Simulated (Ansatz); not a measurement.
`C=C([SiH3])CCl` + `C=C(O)Cl` → `C=C(Cl)O[SiH3]` + `C=CCCl`  (ligand exchange at the Si–C bond)

Calculated with Ansatz (gas phase, PBE0-D4/def2-TZVP geometries, no zero-point term in ΔE). CBS: MP2 limit from def2 TZ/QZ plus the TZ coupled-cluster correction, frozen cores. Functionals use def2-TZVPP. B3LYP here is the variant with VWN-RPA as its local correlation; programs differ in this. One conformer a species, not always the lowest.

| level | ΔE (kJ/mol) |
| --- | --- |
| ωB97M-V | -88.7 |
| B3LYP | -96.2 |
| SCS-MP2/def2-TZVPP | -93.7 |
| HF/def2-QZVPP | -108.7 |

(1) What does CCSD(T)/CBS give? (Best estimate.)

Largest T1 diagnostic among the species: 0.012.

Answers

(1) Computed: -90.1 kJ/mol. The listed levels differ from it by 1.4, -6.1, -3.6, -18.6 kJ/mol.

From PBE to PBE0 (25 % exact exchange), in def2-TZVPP and without D4, ΔE moves by −3.0 kJ/mol. The D4 term adds +3.5 kJ/mol with B3LYP and +1.9 kJ/mol with PBE0; it sums over pairs of atoms, weighted by their polarisabilities, and B3LYP, whose exchange is more repulsive, gets the larger term.
